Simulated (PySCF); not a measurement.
**Telling isomers of C$_{5}$H$_{9}$NSi$_{2}$ apart by NMR**

How the numbers were obtained: GFN2-xTB geometry, NMR shieldings at PBE0/pcSseg-1/GIAO, in PySCF 2.14 (isolated molecule, rapidly exchanging positions averaged, a single conformation, non-relativistic Hamiltonian).

Referencing at the same level of theory: TMS for ¹H and ¹³C. Where no couplings were computed, multiplicities follow the n + 1 count of equivalent neighbours, and m marks all less simple cases (inequivalent or close neighbours, rings, F or P nearby). Shifts are as computed. Against solution values, carbons near 30 ppm lie about +3 ppm off and those near 130 ppm about +5 ppm. Of 1313 compounds with measured shifts, 239 miss one by over three times the rms of a fit or turn the order of signals round; such compounds aren't used in these exercises.

(1) Tabulate the signals of `N#CC1=C(C[SiH3])C[SiH2]1`, `[SiH3][SiH2]c1ccncc1`, `CC#C[Si@](C)([SiH3])C#N` and their relative energies.

(2) What is the quickest way to tell N#CC1=C(C[SiH3])C[SiH2]1 from CC#C[Si@](C)([SiH3])C#N?

(3) What is the quickest way to tell N#CC1=C(C[SiH3])C[SiH2]1 from [SiH3][SiH2]c1ccncc1?

(4) What is the quickest way to tell [SiH3][SiH2]c1ccncc1 from CC#C[Si@](C)([SiH3])C#N?

Results:

(1) 
```tsv
SMILES	carbon types	δC	δH	E rel. (kcal/mol)
N#CC1=C(C[SiH3])C[SiH2]1	3×C 2×CH2	190.6, 120.5, 110.8, 24.7, 22.5	4.94 (m, 2H), 4.03 (t, 3H), 2.44 (q, 2H), 1.97 (m, 2H)	23.0
[SiH3][SiH2]c1ccncc1	1×C 4×CH	155.1, 147.2, 135.1	8.93 (d, 2H), 7.55 (d, 2H), 4.62 (q, 2H), 3.49 (t, 3H)	0.0
CC#C[Si@](C)([SiH3])C#N	3×C 2×CH3	125.6, 117.9, 80.7, 6.1, 1.6	3.55 (s, 3H), 2.14 (s, 3H), 0.58 (s, 3H)	20.9
```

Energies are electronic energies at PBE0/pcSseg-1 on these geometries, without zero-point or thermal terms, each for the one conformer computed, which needn't be the lowest.

(2) Both give the same number of carbon signals, but DEPT or the intensities differ. The first has a fully substituted alkene carbon (C) at 190.6 ppm, the second a propargylic methyl carbon (CH3) at 6.1 ppm. Their most deshielded carbons lie at 190.6 and 125.6 ppm. In the proton spectra the most deshielded non-exchanging signals are 4.94 (m, 2H) and 3.55 (s, 3H).

(3) Count the carbon signals: 5 against 3. The first has an allylic sp3 CH2 bonded to Si at 24.7 ppm, the second an aromatic CH next to a ring nitrogen at 155.1 ppm. Their most deshielded carbons lie at 190.6 and 155.1 ppm. In the proton spectra the most deshielded non-exchanging signals are 4.94 (m, 2H) and 8.93 (d, 2H).

(4) Count the carbon signals: 3 against 5. The first has an aromatic CH next to a ring nitrogen at 155.1 ppm, the second an alkyne carbon (C) at 80.7 ppm. Their most deshielded carbons lie at 155.1 and 125.6 ppm. In the proton spectra the most deshielded non-exchanging signals are 8.93 (d, 2H) and 3.55 (s, 3H).
